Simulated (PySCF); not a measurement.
C5H7FO. Atoms are numbered in the order given.

```xyz
14

C      2.3780     0.2846     0.9880
C      1.1774     0.2173     0.4224
C      0.2701     1.0918    -0.4107
C     -0.6975    -0.1045    -0.2921
C     -2.0161     0.0375     0.4205
F     -0.9000    -0.7379    -1.4898
O      0.2708    -0.8310     0.4754
H      2.7685    -0.5510     1.5714
H      2.9865     1.1811     0.8670
H      0.6016     1.2693    -1.4433
H     -0.0615     2.0319     0.0521
H     -1.8765     0.5423     1.3864
H     -2.4386    -0.9625     0.5984
H     -2.7182     0.6176    -0.1963
```

The structure is a stationary point at B3LYP-D3(BJ)/def2-SVP. The structure was generated by enumeration; whether it is a known compound was not checked.

The numbers are results of KT2/pcSseg-1 (PySCF), not measurements.

GIAO shieldings, no solvent; atoms listed in one row are averaged. δ = σ(ref) − σ: ¹³C against TMS (σ = 185.1 ppm); ¹⁹F against CFCl3 (σ = 127.1 ppm); ¹⁷O against H2O (σ = 330.4 ppm); ¹H against TMS (σ = 31.47 ppm), references at their B3LYP-D3(BJ)/def2-TZVP geometries, non-relativistic.

Computed chemical shifts:
```
nucleus          atoms  count  δ (ppm)
-------  -------------  -----  -------
¹³C                 C2      1    156.2
¹³C                 C4      1    120.7
¹³C                 C1      1     80.5
¹³C                 C3      1     46.3
¹³C                 C5      1     26.1
¹⁹F                 F6      1   -134.1
¹⁷O                 O7      1    259.4
¹H                  H8      1     4.81
¹H                  H9      1     4.23
¹H                 H10      1     3.55
¹H                 H11      1     3.34
¹H       H12, H13, H14      3     1.83
```
